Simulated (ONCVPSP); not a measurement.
Cutoff test, Sb (Z = 51), ONCV

* Element: antimony
* Generator: ONCVPSP 4.0.1
* Type: optimised norm-conserving Vanderbilt (ONCV)
* Functional: PBE
* Relativity: scalar-relativistic
* Frozen core: [Ar] 3d10
* Valence charge: 23
* Reference configuration: 4s2 4p6 4d10 5s2 5p3
* Partial waves: 4s+5s: rc 1.50 bohr, ncon 3, nbas 7, qcut 10.4 1/bohr, 2 projectors; 4p+5p: rc 1.50 bohr, ncon 3, nbas 6, qcut 10.4 1/bohr, 2 projectors; 4d: rc 1.55 bohr, ncon 3, nbas 8, qcut 8.7 1/bohr, 1 projector
* Local potential: polynomial inside 1.25 bohr (lpopt 2, dvloc0 2 Ha)
* Core correction: Teter function, fcfact 2.75, rcfact 1.2

Question: For each optimised wave give the share of its norm inside rc, the residual kinetic energy above qcut (Ha) and the cutoffs (Ha) for errors of 10, 1, 0.1 and 0.01 mHa per electron.

Answer:

```tsv
wave	norm inside rc	residual KE	10 mHa	1 mHa	0.1 mHa	0.01 mHa
4s	0.986	2.9e-08	25.1	33.2	39.5	44.5
5s	0.153	3.1e-08	21.5	31.2	38.3	43.9
4p	0.969	3.0e-08	21.0	26.1	30.2	33.8
5p	0.062	1.6e-08	15.9	21.5	25.8	30.1
4d	0.890	2.8e-05	26.8	31.8	35.5	76.2
```

The occupied waves need 33 Ha and 39 Ha for 1 and 0.1 mHa.
